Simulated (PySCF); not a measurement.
[TmF4]− at several levels of theory

Computed with PySCF 2.14.0 (density fitting, no spin-orbit coupling) at the geometry relaxed with PBE0:

```xyz
5
[TmF4]− (singlet in the valence; each metal's 4f electrons, 12 of them, lie in its core potential, out of spins and levels)
Tm    0.0000    0.0000    0.0000
F     1.1758    1.1758    1.1758
F    -1.1758   -1.1758    1.1758
F     1.1758   -1.1758   -1.1758
F    -1.1758    1.1758   -1.1758
```

| level | basis | state | HOMO (eV) | gap (eV) | charge on Tm1 (e) | population of f-type functions on Tm1 (polarisation alone where 4f lies in the core) | dipole about the centre of mass (D) | largest force component (eV/Å) |
| --- | --- | --- | --- | --- | --- | --- | --- | --- |
| PBE0 | Tm lcecp-1-SVP with ECP58, F def2-SVP | singlet | -4.99 | 9.00 | 1.03 | 0.08 | 0.00 | 0.00 |
| HF | the same | singlet | -10.41 | 16.26 | 1.61 | 0.07 | 0.00 | 0.23 |
| PBE0 | Tm lcecp-1-TZVP with ECP58, F def2-TZVP | singlet | -5.37 | 9.21 | 1.56 | 0.10 | 0.00 | 0.12 |

In the lcecp rows the 4f levels are missing from HOMO and gap, and the state counts the valence alone.

Charges are Mulliken's, which hang on the basis. The relaxation used the grid (50, 194), these runs (75, 302) or, all-electron (x2c bases, spin-free X2C Hamiltonian), (99, 590).

**Question.** What does BLYP with Tm lcecp-1-SVP with ECP58, F def2-SVP give here?

**Answer.** state singlet, HOMO (eV) -2.82, gap (eV) 6.16, charge on Tm1 (e) 0.73, population of f-type functions on Tm1 (polarisation alone where 4f lies in the core) 0.07, dipole about the centre of mass (D) 0.00, largest force component (eV/Å) 0.21. Time: 3.3 s on 2 threads of Intel(R) Xeon(R) Platinum 8488C (Sapphire Rapids) (shared host), from an already converged density.

In the first row's basis the gap widens with exact exchange: 6.2 eV for BLYP (none); 9.0 eV for PBE0 (a fixed share); 16.3 eV for Hartree–Fock (rising or full at long range).

An lcecp potential fixes the number of 4f electrons, so in runs with it no electron can move into or out of that shell.
